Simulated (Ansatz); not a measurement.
Noncovalent pair: BrH3Sn (SMILES [Br][SnH3]) (first 5 atoms) with NH3 (SMILES N); geometry from B3LYP-D3(BJ)/def2-TZVP.
(charge 0, multiplicity 1):
```
atom    x (Å)    y (Å)    z (Å)
----  -------  -------  -------
Br     2.3333  -0.3259   0.9776
Sn     0.4383   1.0620   0.0434
H      1.1379   1.6311  -1.4228
H      0.1374   2.3863   1.0683
H     -0.8834   0.0554  -0.3238
N     -0.5882  -0.0576   2.6707
H     -1.5106   0.1184   3.0530
H     -0.4762  -1.0603   2.5702
H      0.0974   0.2486   3.3519
```

Basis-set superposition error: the interaction energy with monomers in their own basis, and in the dimer's basis (counterpoise).

Run with Ansatz (Gaussian basis) for Hartree–Fock, density functionals and correlated methods.  In def2 rows elements past Kr take small-core potentials, without spin–orbit coupling.

| level | uncorrected (meV) | counterpoise (meV) | difference |
|---|---|---|---|
| HF/def2-SVPD | -158.8 | -117.0 | 41.8 |
| HF/def2-QZVPPD | -114.9 | -114.0 | 0.9 |
| revPBE/def2-TZVPPD | -86.4 | -75.5 | 10.9 |
| wB97M-V/def2-TZVPPD | -286.1 | -275.7 | 10.4 |
| B2PLYP/def2-TZVPPD | -193.8 | -176.3 | 17.5 |
| MP2/def2-SVPD | -328.3 | -224.2 | 104.0 |
| MP2/def2-QZVPPD | -273.7 | -260.5 | 13.3 |
| SCS-MP2/def2-SVPD | -297.5 | -192.8 | 104.7 |
| CCSD/def2-SVPD | -297.3 | -196.4 | 100.9 |
| CCSD/def2-TZVPPD | -246.2 | -212.3 | 33.9 |

The error is largest for SCS-MP2/def2-SVPD (104.7 meV) and smallest for HF/def2-QZVPPD (0.9 meV).

Ansatz is a program for electronic structure.
